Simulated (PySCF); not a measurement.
Gas-phase reaction: GeI4 + GeCl2 ⇌ 2 GeI2 + Cl2

Method: PySCF energies (xtb for GFN2) plus ideal-gas RRHO corrections (1 bar). † marks an energy on the PBE0/def2-TZVP geometry and frequencies; other levels use their own. MP2 freezes the core. All species are closed-shell singlets. B3LYP is the form with VWN-RPA correlation. I: scalar-relativistic def2 core potential, no spin-orbit coupling. Ge: all electrons, no relativistic terms. MP2 isn't extrapolated to the basis-set limit.

```csv
level,"ΔH°(298 K), kJ"
B3LYP/def2-TZVP†,(withheld)
BLYP/def2-TZVP†,265
GFN2-xTB,215
HF/def2-TZVP†,352
MP2/def2-SVP†,392
PBE/def2-SVP,(withheld)
PBE0/def2-QZVP†,333
ωB97M-V/def2-TZVP†,(withheld)
ωB97X-V/def2-TZVP†,(withheld)
```

### Question
Fill in the missing entries.

### Answer

- B3LYP/def2-TZVP†, ΔH°(298 K), kJ: 299
- PBE/def2-SVP, ΔH°(298 K), kJ: 319
- ωB97M-V/def2-TZVP†, ΔH°(298 K), kJ: 355
- ωB97X-V/def2-TZVP†, ΔH°(298 K), kJ: 373
